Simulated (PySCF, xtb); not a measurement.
Se(SH)(SeH) (H2SSe2), SMILES S[Se][SeH].

Geometry: r2SCAN-D4/def2-SVP. Other conformers were not sampled.

Calculation: IEF-PCM-M06-2X/def2-SVP in PySCF.

The values are the electrostatic part of the solvation free energy, E(continuum) − E(gas) at the gas-phase geometry, in a cavity of scaled van der Waals radii (PySCF's table); cavitation and dispersion terms are not included. In vacuum the orbital gap is 7.32 eV. The dipole moment in vacuum is 0.44 D.

```
solvent              ε  ΔG(elec) (kcal/mol)  dipole (D)  gap (eV)
---------------  -----  -------------------  ----------  --------
water            78.36                 -3.4        0.59      7.36
tetrahydrofuran   7.43                  ___         ___       ___
n-hexane          1.88                 -1.2        0.49      7.33
```

**Question.** Complete the blanks. (An estimate is asked for; the answer gives what the named calculation found.)

**Answer.** 
- tetrahydrofuran, ΔG(elec) (kcal/mol): -2.7
- tetrahydrofuran, dipole (D): 0.56
- tetrahydrofuran, gap (eV): 7.35

For comparison, GFN2-xTB/ALPB(water) (xtb, at the GFN2-xTB geometry, all terms of that model) gives -0.8 kcal/mol.
